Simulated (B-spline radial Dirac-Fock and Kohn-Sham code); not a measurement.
# X-ray lines that fill the 3d3/2 vacancy in Pr²⁺

System: Pr²⁺ in the configuration [Xe] 4f3.

Input of the calculation (task.json; shells as n, l, electrons):

```json
{"items": [{
  "Z": 59,
  "q": 2,
  "cfg": [[1, 0, 2], [2, 0, 2], [2, 1, 6], [3, 0, 2], [3, 1, 6], [3, 2, 10], [4, 0, 2], [4, 1, 6], [4, 2, 10], [4, 3, 3], [5, 0, 2], [5, 1, 6]],
  "A": 141,
  "rrms": 4.8919,
  "do": ["binding", "quiet", "decay"],
  "holes": ["K", "L1", "L2", "L3", "M1", "M2", "M3", "M4", "M5", "N1", "N2", "N3", "N4", "N5"]
}]}
```

Run with: `python xray_run.py task.json out`

Model: independent-particle rates on relativistic LDA orbitals of the hole state (multipoles up to L = 3, Coulomb Auger matrix elements, transition energies from Dirac-Fock). Program: a B-spline atomic structure program.

| line | multipole | energy (eV) | rate (s⁻¹) | share (%) |
| --- | --- | --- | --- | --- |
| M4-N2 | E1 | 703.0 | 6.26e+11 | 21.1 |
| M4-N3 | E1 | 723.5 | 9.31e+10 | 3.13 |
| M4-N4 | E2 | 832.0 | 7.85e+08 | 0.0264 |
| M4-O2 | E1 | 926.9 | 9.54e+10 | 3.21 |
| M4-O3 | E1 | 929.7 | 1.40e+10 | 0.473 |
| M4-N6 | E1 | 949.2 | 2.14e+12 | 72.0 |

The listed lines hold 100.0 % of the radiative rate. The radiative width is 0.00195 eV in the length form and 0.00201 eV in the velocity form; the two differ because the transition energies are not eigenvalue differences of the potential that gave the orbitals.
